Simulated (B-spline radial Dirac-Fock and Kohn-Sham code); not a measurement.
## Elastic and transport cross sections of europium for electrons

Calculated with a radial B-spline solver, using relativistic (Dirac) partial waves in the static field of the Dirac-Fock atom with Furness-McCarthy exchange, without polarisation or absorption potentials. Below a few hundred eV the neglected polarisation potential matters, most of all at small angles. σ_tr1 and σ_tr2 weight the cross section with 1 − P₁ and 1 − P₂ of cos θ; "backward" is the share scattered beyond 90°.

```csv
energy (eV),σ (a₀²),σ_tr1 (a₀²),σ_tr2 (a₀²),σ/σ_tr1,backward (%)
50,58.4,10.6,16.9,5.53,7.2
63.9,51.9,7.40,11.3,7.01,5.4
67.5,50.4,6.87,10.3,7.33,5.1
68.9,49.8,6.69,9.96,7.44,5.0
78.8,46.2,5.73,8.10,8.06,4.5
88.9,43.0,5.16,6.98,8.34,4.2
100,40.1,4.83,6.34,8.30,4.1
109,38.1,4.71,6.12,8.08,4.2
140,32.8,4.76,6.31,6.88,5.0
145,?,?,?,?,?
192,27.3,5.14,6.98,5.31,6.8
200,26.7,5.18,7.02,5.15,7.0
217,25.6,5.25,7.05,4.87,7.5
279,22.4,5.26,6.65,4.25,9.1
300,21.6,5.21,6.41,4.14,9.5
302,21.5,5.20,6.39,4.13,9.5
```

Q: Fill in the row for 145 eV.

A: σ = 32.1 a₀², σ_tr1 = 4.80 a₀², σ_tr2 = 6.39 a₀², σ/σ_tr1 = 6.69, backward 5.2 %. The ratio σ/σ_tr1 is roughly the number of elastic collisions that randomise the direction.
